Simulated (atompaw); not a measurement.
Pseudopotential generation for Ba: PAW (atompaw), LDA (PW92), scalar-relativistic.

atompaw 4.2.0.5 was run on this input:

```
Ba 56
LDA-PW scalarrelativistic loggrid 2001 logderivrange -5 5 251
6 6 5 0 0 0
6 0 0
6 1 0
5 2 0
0 0 0
c
c
c
c
v
v
c
c
c
v
v
c
c
v
2
3.00 2.95 2.50 1.60
n
n
y
-0.3
n
custom rrkj vanderbiltortho besselshape
3 0 ultrasoft
2.05
2.75
2.70
3.00
3.00
3.00
PWSCFOUT
UPFDX 0.0125d0 UPFXMIN -7.d0 UPFZMESH 56.d0
END
```

Command:

```bash
atompaw < Ba.input > Ba.log
```

The program printed (summary file):

```
Completed calculations for Ba (AE)

 Exchange-correlation type: LDA, Perdew-Wang correlation

 Radial integration grid is logarithmic
 r0 =   1.1975110E-04 h =   6.7060616E-03   n =      2001 rmax =   8.0000000E+01

 Scalar relativistic calculation

 AEatom converged in  23 iterations
   nz     =  56.00
   delta  =       9.436155147868E-15

 All Electron Orbital energies:
  n  l      occupancy      energy
  1  0      2.0000000E+00 -2.7366144E+03
  2  0      2.0000000E+00 -4.3340983E+02
  3  0      2.0000000E+00 -9.2184263E+01
  4  0      2.0000000E+00 -1.8806178E+01
  5  0      2.0000000E+00 -3.3974838E+00
  6  0      0.0000000E+00 -9.0819701E-01
  2  1      6.0000000E+00 -3.8894145E+02
  3  1      6.0000000E+00 -7.7926864E+01
  4  1      6.0000000E+00 -1.4201907E+01
  5  1      6.0000000E+00 -2.2838245E+00
  6  1      0.0000000E+00 -6.5211040E-01
  3  2      1.0000000E+01 -5.7163134E+01
  4  2      1.0000000E+01 -7.5151699E+00
  5  2      0.0000000E+00 -9.5705473E-01

 Total energy
   Total                    :   -16257.46794419756588

 ---
 Completed calculations for Ba (SC)

 Exchange-correlation type: LDA, Perdew-Wang correlation

 Radial integration grid is logarithmic
 r0 =   1.1975110E-04 h =   6.7060616E-03   n =      2001 rmax =   8.0000000E+01

 Scalar relativistic calculation

 SCatom converged in   3 iterations
   nz     =  56.00
   delta  =       3.394941914382E-17

 Valence Electron Orbital energies:
  n  l      occupancy      energy
   5  0      2.0000000E+00 -3.3974838E+00
   6  0      0.0000000E+00 -9.0819701E-01
   5  1      6.0000000E+00 -2.2838245E+00
   6  1      0.0000000E+00 -6.5211040E-01
   5  2      0.0000000E+00 -9.5705473E-01

 Total energy
   Total                    :   -16257.46794422397215
   Valence                  :     -422.27329770599715

 PAW parameters:
       lmax =            2
         rc =    3.0123612551233894
        irc =         1512
   rc_shape =    2.9523611752956276
    rc_vloc =    2.5134408893537197
    rc_core =    1.6037097383486112
   Vloc: Non norm-conserving form with l= 3;e=   0.0000E+00
   Projector type: RRKJ pseudization + Vanderbilt ortho.
   Bessel compensation charge shape zeroed at   2.9524E+00

 Number of basis functions     6
 No.   n  nodes  l      Energy         Cp coeff         Occ
  1    5    4    0   -0.3397484E+01 -0.1860386E+00  0.2000000E+01
  2    6    5    0   -0.9081970E+00 -0.5156148E+00  0.0000000E+00
  3    5    3    1   -0.2283824E+01 -0.4659706E+00  0.6000000E+01
  4    6    4    1   -0.6521104E+00 -0.6872957E+00  0.0000000E+00
  5    5    2    2   -0.9570547E+00 -0.3078547E+02  0.0000000E+00
  6  999    3    2   -0.3000000E+00 -0.7528616E+00  0.0000000E+00

 Eigenvalues of overlap operator (in the basis of projectors):
    1        6.23497058E-02
    2        6.77363605E-02
    3        7.57768327E-02
    4        1.40152094E+01
    5        4.89661219E+01
    6        3.18321822E+02

 Orbital leakage outside PAW augmentation regions
   orb  is_core?  %out_of_sphere
   1 0    T           0.00
   2 0    T          -0.00
   3 0    T          -0.00
   4 0    T           0.00
   5 0    F           1.66
   6 0    F          77.96
   2 1    T           0.00
   3 1    T          -0.00
   4 1    T           0.00
   5 1    F           5.93
   6 1    F          89.27
   3 2    T          -0.00
   4 2    T           0.00
   5 2    F          35.97

 Summary of PAW energies
   Total valence energy     :   -422.27329762149930
   Smooth energy            :    225.28328236186607
   One center               :   -647.55657998336540
   Smooth kinetic           :     14.88507260216366
   Vloc energy              :    220.05490770290996
   Smooth exch-corr         :    -14.35949483961472
   One-center xc            :   -367.39972367065661
```

The run took about 7.8 s on one core of a shared server CPU.
